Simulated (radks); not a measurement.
Initial-state core-level shifts of the cerium ion Ce2+ when its valence configuration changes from [Xe] 4f2. Method: scalar-relativistic Kohn-Sham, SCAN, spin-polarised, spherical densities, finite nucleus; open shells are filled with parallel spins first (spin-orbit coupling, left out, can overturn this in heavy ions); meta-GGA in the generalised Kohn-Sham scheme; Fermi nuclear charge, rms radius 4.8771 fm; computed with a radial shooting solver on a logarithmic mesh with Libxc functionals. Shifts are changes of the shell-averaged eigenvalues in eV (positive: less bound); the change of the density at the nucleus, which sets a Mossbauer isomer shift, is in e/bohr^3, on a base of 3.975e+05.

valence               3s       3d       4d      5p  density at nucleus
4f1.5 5d0.5       -3.895   -3.841   -3.371  -1.376               +9.35
5d2              -17.746  -17.493  -14.864  -5.673              +43.19
4f1 5d0.5 6p0.5  -10.077   -9.972   -8.888  -4.474              +22.02
4f1 5d1           -8.178   -8.064   -7.004  -2.797              +19.72
